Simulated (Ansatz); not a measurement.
Start from `NC(O)(O)F` and change one atom or group to get `OC(O)(F)[SiH3]`.

Ansatz, PBE0-D4/def2-TZVP geometries, multiplicity 1. Each molecule was computed in one conformer, which needn't be the lowest.

| property | `NC(O)(O)F` |
| --- | --- |
| size of the dipole moment (PBE/def2-TZVPP) / D | 1.02 |
| HOMO energy (B3LYP/def2-TZVPP) / eV | -8.02 |
| size of the dipole moment (ωB97M-V/def2-TZVPP) / D | 1.05 |
| HOMO–LUMO gap (PBE/def2-TZVPP) / eV | 6.71 |
| LUMO energy (PBE0/def2-TZVPP) / eV | 0.93 |
| HOMO energy (PBE0/def2-TZVPP) / eV | -8.28 |

Question: What does the change do to each property? (Estimate.)

Answer: Computed: 
| property | `OC(O)(F)[SiH3]` | shift |
| --- | --- | --- |
| size of the dipole moment (PBE/def2-TZVPP) / D | 1.87 | 0.85 |
| HOMO energy (B3LYP/def2-TZVPP) / eV | -8.26 | -0.24 |
| size of the dipole moment (ωB97M-V/def2-TZVPP) / D | 1.96 | 0.91 |
| HOMO–LUMO gap (PBE/def2-TZVPP) / eV | 6.42 | -0.29 |
| LUMO energy (PBE0/def2-TZVPP) / eV | 0.32 | -0.61 |
| HOMO energy (PBE0/def2-TZVPP) / eV | -8.46 | -0.18 |

With PBE0 the HOMO falls by 0.18 eV and the LUMO falls by 0.61 eV, so the gap narrows by about 0.43 eV. PBE moves the HOMO by -0.29 eV and ωB97M-V by -0.03 eV. Dipoles are sizes alone; their direction can turn.

B3LYP here is the variant with VWN-RPA as its local correlation; programs differ in this.
